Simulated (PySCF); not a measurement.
Species: C4H9NSi.
Geometry (PBE0-D3(BJ)/def2-SVP, Å), atoms numbered from 1 in this order:
```xyz
15
C4H9NSi angstrom
C      3.0257   -0.1579   -0.1307
N      1.8515   -0.2802    0.3142
Si     0.3921    0.1452   -0.5694
C     -1.0021   -1.1253   -0.5661
C     -1.9527    0.0532   -0.2151
C     -0.9449    1.0734    0.3845
H      3.2799    0.2421   -1.1378
H      3.8959   -0.4547    0.4862
H      0.7322    0.7184   -1.9185
H     -1.2603   -1.7227   -1.4513
H     -0.8781   -1.8052    0.2924
H     -2.7908   -0.2128    0.4502
H     -2.3970    0.4636   -1.1366
H     -1.1596    2.1377    0.2153
H     -0.8073    0.9095    1.4656
```

Level: PBE0/pcSseg-1 and PBE0/def2-SVPD in PySCF, non-relativistic, on one gas-phase PBE0-D3(BJ)/def2-SVP geometry that isn't relaxed in the solvent. The solvent is an IEF-PCM continuum (van der Waals radii × 1.2). Specific hydrogen bonds and non-electrostatic terms are outside this model.

Gas phase at PBE0/pcSseg-1: HOMO -7.07 eV, LUMO -0.95 eV, dipole 1.11 D.

**Question.** What does the continuum do to the energy, the frontier levels and the dipole at PBE0/pcSseg-1 in cyclohexane and acetonitrile?

**Answer.** 
| solvent | ε | E(solvent) − E(gas) (kJ/mol) | polarisation term (kJ/mol) | distortion of the solute (kJ/mol) | HOMO (eV) | LUMO (eV) | dipole (D) |
| --- | --- | --- | --- | --- | --- | --- | --- |
| cyclohexane | 2.017 | -5.23 | -5.54 | 0.31 | -7.07 | -0.91 | 1.27 |
| acetonitrile | 35.69 | -13.77 | -16.08 | 2.31 | -7.13 | -0.90 | 1.60 |

The polarisation term is half the interaction of the solute with the surface charges that it induces; the rest is the cost of distorting the solute's density. The sum is the electrostatic part of solvation alone. From cyclohexane to acetonitrile the lowering changes by a factor 2.63, Onsager's factor (ε − 1)/(2ε + 1) by 2.37 and ε itself by 17.7.

**Question.** Which radius a makes the point-dipole formula ΔE = −[(ε − 1)/(2ε + 1)]·μ²/a³ give the value in acetonitrile, with the gas-phase dipole?

**Answer.** μ = 0.437 au and |ΔE| = 0.00524 Eh give a = 1.37 Å; the farthest nucleus lies 3.99 Å from the centroid of the nuclei, so such a sphere wouldn't even hold the nuclei. The formula assumes a rigid point dipole at the centre of a sphere.

**Question.** Give the dipole vector in the frame of the coordinates (D, pointing from negative to positive charge), gas and acetonitrile.

**Answer.** Gas (0.70, 0.28, -0.81), solvent (1.00, 0.42, -1.18). Its length changes by +44 % and its direction by less than 1°.

**Question.** Which IAO charges (PBE0/pcSseg-1) respond most in acetonitrile (means over atoms taken as equivalent)?

**Answer.** 
```json
{"atoms": "N2", "environment": "C=N nitrogen", "gas (e)": "-0.516", "solvent (e)": "-0.555", "change": "-0.039"}
{"atoms": "H7", "environment": "hydrogen on a C=N carbon", "gas (e)": "+0.100", "solvent (e)": "+0.116", "change": "+0.016"}
{"atoms": "H8", "environment": "hydrogen on a C=N carbon", "gas (e)": "+0.138", "solvent (e)": "+0.149", "change": "+0.011"}
{"atoms": "C1", "environment": "C=N carbon", "gas (e)": "-0.069", "solvent (e)": "-0.059", "change": "+0.010"}
{"atoms": "H13", "environment": "methylene hydrogen", "gas (e)": "+0.133", "solvent (e)": "+0.138", "change": "+0.005"}
{"atoms": "C4/C6", "environment": "sp3 carbon bound to silicon", "gas (e)": "-0.558", "solvent (e)": "-0.562", "change": "-0.004"}
{"atoms": "H10/H14", "environment": "methylene hydrogen", "gas (e)": "+0.143", "solvent (e)": "+0.146", "change": "+0.003"}
{"atoms": "C5", "environment": "four-membered-ring carbon", "gas (e)": "-0.247", "solvent (e)": "-0.250", "change": "-0.003"}
```

**Question.** Which Mayer bond orders change most in acetonitrile?

**Answer.** 
```
  bond  length (Å)    gas  solvent  change
 C1–N2       1.262  1.948    1.921  -0.027
 C1–H7       1.113  0.921    0.926  +0.005
N2–Si3       1.758  0.960    0.963  +0.003
Si3–C4       1.886  0.931    0.934  +0.003
C6–Si3       1.887  0.931    0.934  +0.003
C5–H13       1.102  0.953    0.950  -0.003
C4–H11       1.102  0.938    0.935  -0.003
C6–H15       1.102  0.938    0.935  -0.003
```

**Question.** How do the nuclear quadrupole coupling constants eQVzz/h respond in acetonitrile?

**Answer.** 
```tsv
nucleus	Q (barn)	gas (MHz)	solvent (MHz)	η gas	η solvent
14N at N2	0.02044	-4.96	-4.78	0.81	0.78
```

Gas phase at PBE0/def2-SVPD: HOMO -7.08 eV, LUMO -1.02 eV, dipole 0.97 D.

**Question.** What does the continuum do to the energy, the frontier levels and the dipole at PBE0/def2-SVPD in acetonitrile?

**Answer.** 
| solvent | ε | E(solvent) − E(gas) (kJ/mol) | polarisation term (kJ/mol) | distortion of the solute (kJ/mol) | HOMO (eV) | LUMO (eV) | dipole (D) |
| --- | --- | --- | --- | --- | --- | --- | --- |
| acetonitrile | 35.69 | -12.65 | -15.16 | 2.51 | -7.15 | -0.96 | 1.45 |

**Question.** How does the static polarisability (PBE0/def2-SVPD, frozen core, with the continuum's full static response) change?

**Answer.** 
```csv
medium,isotropic (au),principal values (au),⟨r²⟩ of the electrons (bohr²)
gas,81.7,"68.5, 70.2, 106.5",820.9
acetonitrile,110.6,"92.9, 99.6, 139.2",819.4
```

The isotropic value in acetonitrile is 1.35 times the gas-phase one; no cavity-field correction is applied. ⟨r²⟩ is taken about the centre of nuclear charge.

Hardware: one thread, Arm Neoverse V1 (aarch64), no GPU, on a shared host. Cost: 17 s of wall time, 0.99 GiB resident at most. This is the whole shielding run at PBE0/pcSseg-1 in acetonitrile, SCF included.
